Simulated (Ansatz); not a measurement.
One change: `C[Si](F)(F)[GeH3]` becomes `C[Si](F)(F)[SnH3]`.

Ansatz, PBE0-D4/def2-TZVP geometries, multiplicity 1. 

Elements past krypton have def2 core potentials. Scalar relativity is left out up to krypton.

```json
{"property": "LUMO energy (PBE0/def2-TZVPP) / eV", "`C[Si](F)(F)[GeH3]`": "0.19"}
{"property": "HOMO–LUMO gap (PBE/def2-TZVPP) / eV", "`C[Si](F)(F)[GeH3]`": "6.35"}
{"property": "size of the dipole moment (PBE/def2-TZVPP) / D", "`C[Si](F)(F)[GeH3]`": "1.91"}
{"property": "LUMO energy (B3LYP/def2-TZVPP) / eV", "`C[Si](F)(F)[GeH3]`": "-0.01"}
{"property": "LUMO energy (PBE/def2-TZVPP) / eV", "`C[Si](F)(F)[GeH3]`": "-0.66"}
{"property": "HOMO–LUMO gap (ωB97M-V/def2-TZVPP) / eV", "`C[Si](F)(F)[GeH3]`": "12.24"}
```

Q: What does the change do to each property? (Estimate.)

A: Ansatz gave: 
| property | `C[Si](F)(F)[SnH3]` | shift |
| --- | --- | --- |
| LUMO energy (PBE0/def2-TZVPP) / eV | -0.11 | -0.30 |
| HOMO–LUMO gap (PBE/def2-TZVPP) / eV | 5.89 | -0.46 |
| size of the dipole moment (PBE/def2-TZVPP) / D | 1.87 | -0.04 |
| LUMO energy (B3LYP/def2-TZVPP) / eV | -0.31 | -0.30 |
| LUMO energy (PBE/def2-TZVPP) / eV | -0.90 | -0.24 |
| HOMO–LUMO gap (ωB97M-V/def2-TZVPP) / eV | 11.47 | -0.77 |

With PBE0 the HOMO rises by 0.27 eV and the LUMO falls by 0.30 eV, so the gap narrows by about 0.57 eV. PBE moves the HOMO by 0.21 eV and ωB97M-V by 0.32 eV. Dipoles are sizes alone; their direction can turn.

B3LYP here is the variant with VWN-RPA as its local correlation; programs differ in this.
